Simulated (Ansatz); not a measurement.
```yaml
crystal:
  periodic: [false, false, false]
  atoms:
    - {symbol: H, position_ang: [-6.820392, -0.298987, 0.458926]}
    - {symbol: C, position_ang: [-5.836406, -0.048480, 0.053934]}
    - {symbol: C, position_ang: [-4.695517, -0.441029, 0.700411]}
    - {symbol: C, position_ang: [-3.340691, -0.203675, 0.319359]}
    - {symbol: C, position_ang: [-2.811934, 0.478219, -0.790975]}
    - {symbol: C, position_ang: [-1.418589, 0.517306, -0.848002]}
    - {symbol: C, position_ang: [-0.766909, -0.138338, 0.225392]}
    - {symbol: C, position_ang: [0.608355, -0.301713, 0.498584]}
    - {symbol: C, position_ang: [1.665360, 0.174695, -0.278449]}
    - {symbol: C, position_ang: [3.047058, 0.016773, -0.014904]}
    - {symbol: C, position_ang: [4.144703, 0.477944, -0.768924]}
    - {symbol: C, position_ang: [5.403080, 0.145059, -0.218819]}
    - {symbol: C, position_ang: [5.321987, -0.572602, 0.959085]}
    - {symbol: S, position_ang: [3.656922, -0.847749, 1.406309]}
    - {symbol: S, position_ang: [-1.999900, -0.804398, 1.305792]}
    - {symbol: H, position_ang: [-5.808403, 0.522839, -0.879507]}
    - {symbol: H, position_ang: [-4.821622, -1.011631, 1.631777]}
    - {symbol: H, position_ang: [-3.459438, 0.937792, -1.543508]}
    - {symbol: H, position_ang: [-0.858571, 1.009214, -1.647265]}
    - {symbol: H, position_ang: [0.863362, -0.857681, 1.410412]}
    - {symbol: H, position_ang: [1.436932, 0.733087, -1.194856]}
    - {symbol: H, position_ang: [4.006024, 1.041657, -1.695218]}
    - {symbol: H, position_ang: [6.357186, 0.425339, -0.676158]}
    - {symbol: H, position_ang: [6.127380, -0.953654, 1.586615]}
basis:
  gaussian: {orbitals: def2-TZVP, initial_orbitals: start.molden}
total_charge: -1
magnetization: {spin_polarized: true, initial_magnetization: 1}
hamiltonian: {xc: pbe0, dispersion: d4}
scf: {omitted_lower_state_checks: [starts]}
output: {orbitals: {seedname: orbitals}}
```

The file start.molden holds the orbitals of an earlier run on this structure, at another level or in another basis.

```sh
$ ansatz run in.yaml --threads 4 --pin off --events-out ev --progress --plain --max-ram 6963MiB
```

Problem. Does this run fit into the memory that it is given?

Solution. No. It has 506 basis functions, and Ansatz plans for 8 GiB where 7 GiB are given.
